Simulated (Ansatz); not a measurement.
Born–Oppenheimer molecular dynamics of ClFH$_{4}$OW (8 atoms, charge 0, multiplicity 1). It starts from a relaxed structure.

These are results of RKS PBE/def2-SVP (Ansatz), not measurements.

| Item | Value |
| --- | --- |
| ensemble | NVT, Nosé–Hoover chain |
| time step | 0.5 fs |
| steps asked | 297 |
| set temperature | 400 K |
| thermostat | time constant 20 fs, chain length 3 |
| seed | 980404 |

First frame:

```xyz
8
Properties=species:S:1:pos:R:3
W 0.039 -0.210 -0.027
F 0.420 -0.351 1.786
H 1.274 0.965 0.084
H -0.138 1.480 0.258
H -1.528 0.386 0.095
Cl -0.436 -2.533 -0.087
O 0.218 0.034 -1.840
H 0.679 0.351 -2.636
```

Question: How far do the bonds stretch over the last three quarters of this one trajectory? (Pairs bonded in most of those frames.)

Answer: 
| bond | mean (Å) | spread (Å) | shortest | longest |
| --- | --- | --- | --- | --- |
| W1–F2 | 1.858 | 0.023 | 1.82 | 1.89 |
| W1–H3 | 1.706 | 0.022 | 1.66 | 1.75 |
| W1–H4 | 1.755 | 0.048 | 1.67 | 1.84 |
| W1–H5 | 1.705 | 0.071 | 1.58 | 1.83 |
| W1–Cl6 | 2.375 | 0.032 | 2.32 | 2.42 |
| W1–O7 | 1.846 | 0.034 | 1.79 | 1.90 |
| O7–H8 | 0.974 | 0.019 | 0.94 | 1.01 |

Mean temperature of the second half: 382 K. The conserved energy stayed within 0.28 meV per atom of its start (net change 0.059 meV per atom), so the integration is sound. A run of 0.15 ps of so small a system gives no equilibrium averages.

Run time: 23 min on 1 thread of AMD EPYC 7R43 64-Core Processor (Zen 3), on a shared host, peak memory 0.14 GiB.
